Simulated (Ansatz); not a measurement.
`ClC(Cl)(Br)Br` + H–F → `FC(Cl)(Cl)Br` + HBr at 500 K and 1 bar (substitution at a C–Br bond).

Isolated molecules relaxed with PBE0-D4/def2-TZVP in Ansatz; ΔE leaves out vibrations. CCSD(T)/CBS is the MP2 limit (def2-TZVPP, def2-QZVPP) plus CCSD(T) − MP2 in def2-TZVPP, frozen cores. This one scheme is used for every species. For Br outer-core shells are correlated without core-valence functions, which leaves a few kJ/mol of doubt a bond. Scalar relativity is left out up to krypton.

```
        species  CCSD(T)/CBS energy (Eh)  H − E (kJ/mol)  S (J/(mol·K))
`ClC(Cl)(Br)Br`              -6104.21183            59.6          396.2
            H–F               -100.39570            39.4          188.7
 `FC(Cl)(Cl)Br`              -3630.68833            62.7          375.6
            HBr              -2573.91920            30.5          213.7
```

H − E and S are ideal-gas, rigid-rotor, harmonic terms from PBE0-D4/def2-TZVP. 1 Eh = 2625.50 kJ/mol, R = 8.31446 J/(mol·K).

Q: By hand: ΔE, ΔH, ΔS and ΔG.

A: ΔE = (-3630.68833) + (-2573.91920) − (-6104.21183) − (-100.39570) = 0.00000 Eh = 0.0 kJ/mol. Δ(H − E) = 62.7 + 30.5 − 59.6 − 39.4 = -5.8, so ΔH = -5.8 kJ/mol. ΔS = 375.6 + 213.7 − 396.2 − 188.7 = 4.4 J/(mol·K). ΔG = -5.8 − 500 × (4.4)/1000 = -8.0 kJ/mol.

Q: By hand: the equilibrium constant, and the temperature at which ΔG would vanish if ΔH and ΔS stayed fixed.

A: log₁₀ K = −ΔG/(RT ln 10) = 0.8. ΔH and −TΔS have one sign here, so there is no such temperature. One of them is within its doubt of zero, so this could turn.

TΔS isn't small against ΔH here. A doubt of 5 kJ/mol in ΔE shifts log₁₀ K by 0.5 here. These are equilibria of isolated gas molecules and say nothing of rates. Largest T1 diagnostic: 0.010 (customary marks: 0.02 for closed shells, 0.045 for open ones).
